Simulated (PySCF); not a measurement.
**Rh: excitation energy**

Rh [Kr] 4d8 5s1 (4F) → Rh [Kr] 4d7 5s1 6s1 (6F), as a difference of total energies. All numbers are calculated (PySCF 2.14, scalar relativity through the core potential, in aug-cc-pVTZ-PP with ECP28MDF (6s6p5d3f2g, 88 functions)). Correlated levels: valence: 4s2 4p6 frozen. The calculations carry no spin-orbit coupling.

```
           method  excitation energy (eV)
              UHF                   5.263
              LDA                   7.422
              PBE                   7.105
             PBE0                   6.871
           r2SCAN                   6.958
           B2PLYP                   7.045
          wB97M-V                   6.956
          r2SCAN0                   6.827
    MP2 (valence)                   6.967
SCS-MP2 (valence)                   7.113
```

How much does correlation contribute at MP2 (valence)?

6.967 − (5.263) = 1.704 eV, measured against UHF.

The promoted electron is Rydberg-like, and one or two diffuse shells describe it only roughly, which tends to raise the upper state.
